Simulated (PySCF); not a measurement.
Compound: [RuH6]4- (charge -4 and singlet state).
Geometry (PBE0-D3(BJ)/def2-SVP, Å), atoms numbered from 1 in this order:
```
atom  x, y, z in Å
Ru1    0.0507    0.0594   -0.1901
H2     0.8585    0.8525    0.9513
H3     0.4665    0.5498   -1.7351
H4     1.2089   -0.7995    0.5215
H5    -1.5097   -0.3043   -0.0522
H6    -0.8192    1.1582    0.5977
H7    -0.2557   -1.5162   -0.0931
```

Level of theory: PBE0-D3(BJ)/def2-SVP geometry optimisation, gas phase, def2 core potentials past Kr in PySCF 2.14.0.

(1) Which atoms are bound to Ru1, and at what distances?

(2) List the angles at Ru1.

(3) Describe the arrangement about Ru1 in numbers.

(4) What are the rotational constants (commonest isotopes, rigid rotor)?

Results:

(1) 6 atoms: H2 1.608 Å, H6 1.608 Å, H4 1.608 Å, H7 1.608 Å, H5 1.608 Å, H3 1.673 Å.

(2) 
| angle | degrees | distance of the outer atoms (Å) |
| --- | --- | --- |
| H4–Ru1–H5 | 122.7 | 2.82 |
| H2–Ru1–H5 | 122.6 | 2.82 |
| H4–Ru1–H6 | 122.5 | 2.82 |
| H6–Ru1–H7 | 122.5 | 2.82 |
| H2–Ru1–H7 | 122.4 | 2.82 |
| H3–Ru1–H7 | 113.0 | 2.74 |
| H3–Ru1–H6 | 112.7 | 2.73 |
| H3–Ru1–H5 | 112.7 | 2.73 |
| H3–Ru1–H4 | 112.7 | 2.73 |
| H2–Ru1–H3 | 112.7 | 2.73 |
| H5–Ru1–H7 | 65.7 | 1.74 |
| H5–Ru1–H6 | 65.6 | 1.74 |
| H2–Ru1–H4 | 65.6 | 1.74 |
| H4–Ru1–H7 | 65.6 | 1.74 |
| H2–Ru1–H6 | 65.6 | 1.74 |

(3) The three widest angles are 122.7°, 122.6° and 122.5°, the others run from 65.6° to 122.5°. The Ru–H distances aren't all alike: 1.608 to 1.673 Å.

(4) A = 49120, B = 49078, C = 45630 MHz: an oblate symmetric top.

Point group: C5v (tolerance 0.08 Å). Charge -4, singlet. Whether so highly charged an anion holds all its electrons in the gas phase wasn't checked; a finite basis holds them in any case. The ion is multiply charged and computed without counter-ions or solvent. The geometry's basis has no diffuse functions, a weakness for an anion. No PBE0-D3(BJ)/def2-SVP frequencies stand behind this structure, so it isn't proved a minimum.
